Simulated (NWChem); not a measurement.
BeGeH4S; SMILES [SH][Be][GeH3]

```xyz
7

Be    -0.0277     0.8211    -0.0052
S     -0.0515     2.7346     0.0003
H      1.3019     2.7995     0.0011
Ge    -0.0107    -1.3733    -0.0003
H      0.1641    -1.9784    -1.4099
H      1.1323    -1.9491     0.8650
H     -1.3198    -1.9644     0.5683
```
Atoms are numbered in this order, from 1.

Computed with NWChem. All runs use the structure optimised with PBE0/def2-SVP. Ions are spin-unrestricted doublets at the neutral geometry; other ion states weren't tried.

For level PBE0/def2-SVP:

```yaml
vertical ionisation energy, ΔSCF (eV): 9.99
"−ε(HOMO) (eV)": 7.87
```

Estimate the same quantities for level PBE/def2-SVP.

The vertical ionisation energy, ΔSCF (eV) is 9.65 and the −ε(HOMO) (eV) is 6.66.
